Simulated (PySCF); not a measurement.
Dipole response of Sc (scandium, neutral)

[Ar] 3d2 4s1, high-spin 4F determinant (an excited configuration). All numbers are calculated (PySCF 2.14, scalar relativity by spin-free X2C-1e, in aug-cc-pwCVTZ-DK (10s9p7d4f3g, 127 functions)). Coupled (time-dependent) response in atomic units; α is the mean over directions.

```
method  mean α (bohr³)  C₆ (like pair)   S(−4)
   UHF           217.6            2614   68460
   PBE           183.5            1729  133500
```

S(−4) is the Cauchy moment in α(ω) = α(0) + S(−4) ω² + …

α(iu) at UHF:

```tsv
u (hartree)	α(iu) (bohr³)
0	217.6
0.0500	142.7
0.100	78.62
0.200	32.44
0.300	18.67
0.500	9.555
0.750	5.740
1.00	3.998
1.50	2.347
2.00	1.562
3.00	0.8392
5.00	0.3614
```

A single London oscillator, α(iu) = α/(1 + u²/ω²), gives C₆ = (3/4) ω α². Matching the computed C₆ needs ω = 4 × 2614 / (3 × 217.6²) = 0.0736 hartree.
